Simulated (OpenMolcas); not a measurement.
Computed transition rates of As

```yaml
Program: OpenMolcas 26.06
Method: "SS-CASPT2, IPEA 0.25 Eh, imaginary shift 0.1 Eh (closed shells correlated: 3d)"
Basis: ANO-RCC-VQZP [7s6p4d2f1g]
Scalar_Hamiltonian: DKH2, point nucleus
Active_space: 5 electrons in 8 orbitals (4s 4p 5s 5p)
State_averaging: 2S+1 = 4 odd, 1 root; 2S+1 = 2 odd, 8 roots; 2S+1 = 4 even, 3 roots; 2S+1 = 2 even, 9 roots
Spin-orbit_coupling: state interaction with AMFI integrals over the reference wave functions, term energies averaged over their components
```

Rates come from the transition moments of the reference wave functions (E1 and E2 in the length form). At fixed line strength A goes as λ^-3 for E1 and M1 and as λ^-5 for E2, so a rate at the computed wavelength can be rescaled to the measured one. Measured vacuum wavelengths follow from level energies in NIST Handbook of Basic Atomic Spectroscopic Data. Branching counts decays inside the model space alone, at computed energies, and the table is only a selection of the E2 and M1 lines, drawn from those between levels with measured partners whose computed energy lies within a factor of 1.5 of the measured one.

| Upper | Lower | Type | λ computed (nm) | λ measured (nm) | A computed (s-1) | A rescaled (s-1) | Branching % |
| --- | --- | --- | --- | --- | --- | --- | --- |
| 4s² 4p³ ²P°_3/2 | 4s² 4p³ ⁴S°_3/2 | M1 | 526.7 | 536.3 | 1.08e+00 |  | 57.5 |
| 4s² 4p³ ²P°_1/2 | 4s² 4p³ ⁴S°_3/2 | M1 | 535.2 | 549.9 | 4.61e-01 |  | 53.4 |
| 4s² 4p³ ²P°_3/2 | 4s² 4p³ ²D°_3/2 | M1 | 1292 | 1241 | 3.99e-01 |  | 21.2 |
| 4s² 4p³ ²P°_1/2 | 4s² 4p³ ²D°_3/2 | M1 | 1345 | 1317 | 2.23e-01 |  | 25.8 |
| 4s² 4p³ ²P°_3/2 | 4s² 4p³ ²D°_5/2 | M1 | 1339 | 1293 | 2.05e-01 |  | 10.9 |
| 4s² 4p³ ²P°_3/2 | 4s² 4p³ ²D°_5/2 | E2 | 1339 | 1293 | 1.35e-01 | 1.61e-01 | 7.2 |
| 4s² 4p³ ²P°_1/2 | 4s² 4p³ ²D°_3/2 | E2 | 1345 | 1317 | 1.15e-01 | 1.28e-01 | 13.3 |
| 4s² 4p³ ²P°_1/2 | 4s² 4p³ ²D°_5/2 | E2 | 1396 | 1375 | 6.46e-02 | 6.97e-02 | 7.5 |
| 4s² 4p³ ²P°_3/2 | 4s² 4p³ ²D°_3/2 | E2 | 1292 | 1241 | 6.13e-02 | 7.50e-02 | 3.3 |
| 4s² 4p³ ²D°_3/2 | 4s² 4p³ ⁴S°_3/2 | M1 | 888.9 | 944 | 3.60e-02 |  | 95.2 |
| 4s² 4p³ ²D°_5/2 | 4s² 4p³ ⁴S°_3/2 | E2 | 868 | 916.2 | 3.17e-03 |  | 74.6 |
| 4s² 4p³ ²D°_3/2 | 4s² 4p³ ⁴S°_3/2 | E2 | 888.9 | 944 | 1.82e-03 |  | 4.8 |
| 4s² 4p³ ²D°_5/2 | 4s² 4p³ ⁴S°_3/2 | M1 | 868 | 916.2 | 8.68e-04 |  | 20.4 |
| 4s² 4p³ ²D°_5/2 | 4s² 4p³ ²D°_3/2 | M1 | 36810 | 31040 | 2.11e-04 | 3.52e-04 | 5.0 |

Spin-changing lines and M1 lines between different terms are not rescaled, since their strength hangs on the term gaps too.

The largest correction is for 4s² 4p³ ²D°_5/2 → 4s² 4p³ ²D°_3/2 (M1): 2.11e-04 × (36810 / 31040)^3 = 3.52e-04 s-1, a factor of 1.67.

No measured rate stands beside these. Rescaling mends the energy factor alone: line strengths can still be far off where a level mixes with configurations outside the active space, and weak or spin-changing lines hang on small mixing coefficients that depend on the term gaps too, so rescaling need not improve them.

CASPT2 does not keep the components of a term degenerate, so their means are used; among the terms shown or strongly mixed into the levels shown the widest spread is 89 cm-1 (4s² 4p³ ²D°). The run also gave levels led by 4s² 4p² 5s, which use shells meant for correlation; these and all levels above them are left out. Measured partners are found by configuration, term and J. A level has none where our copy of the source lacks it or the pairing is in doubt (some pairs that miss far off the trend of their configuration count as doubtful). Only configurations of the active space appear.

° marks odd parity.
